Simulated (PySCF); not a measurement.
**The second ionisation energy along the third row**

Calculated with PySCF 2.14 from differences of total energies of unrestricted determinants, without spin-orbit coupling. Values in eV. The last column holds reference values (NIST; (s) semi-empirical, (t) theoretical, else measured). Unmarked ones compare directly (S terms, centres of terms, or small fine structure); those marked * lie between the lowest fine-structure levels and include a spin-orbit shift.

```csv
element,configurations,MP2 (valence),SCS-MP2 (valence),CCSD(T) (valence),LDA,PBE0,r2SCAN,reference
"Mg (aug-cc-pVTZ, non-relativistic)",[Ne] 3s1 → [Ne],n/a,n/a,n/a,15.350,15.234,15.019,15.035
"Al (aug-cc-pV(T+d)Z, non-relativistic)",[Ne] 3s2 → [Ne] 3s1,18.278,18.430,18.597,18.882,18.648,18.368,18.829
"Si (aug-cc-pV(T+d)Z, non-relativistic)",[Ne] 3s2 3p1 → [Ne] 3s2,16.094,16.082,16.240,16.354,16.420,16.514,16.322
"P (aug-cc-pV(T+d)Z, non-relativistic)",[Ne] 3s2 3p2 → [Ne] 3s2 3p1,19.615,19.525,19.689,19.817,19.819,19.948,19.769 (s) *
"S (aug-cc-pV(T+d)Z, non-relativistic)",[Ne] 3s2 3p3 → [Ne] 3s2 3p2,23.342,23.154,23.312,23.399,23.387,23.522,23.338 *
"Cl (aug-cc-pV(T+d)Z, non-relativistic)",[Ne] 3s2 3p4 → [Ne] 3s2 3p3,23.373,23.457,23.516,23.965,23.844,23.812,23.771
"Ar (aug-cc-pV(T+d)Z, non-relativistic)",[Ne] 3s2 3p5 → [Ne] 3s2 3p4,27.371,27.368,27.374,27.818,27.612,27.675,27.630 *
```

```
           method  elements  mean error (eV)  mean absolute error (eV)  largest error (eV)
    MP2 (valence)         3           -0.392                     0.392              -0.550
SCS-MP2 (valence)         3           -0.317                     0.317              -0.399
CCSD(T) (valence)         3           -0.189                     0.189              -0.255
              LDA         4            0.148                     0.148               0.315
             PBE0         4            0.047                     0.137               0.199
           r2SCAN         4           -0.061                     0.177              -0.460
```

Errors include the incompleteness of the basis and the frozen core.

"Valence" correlates the outer s and p shells and, in groups 3 to 12 and the f block, the outer d or f shell, open or full, or the next shell where the ion has no valence electron left; the wider scheme adds the next inner shell.
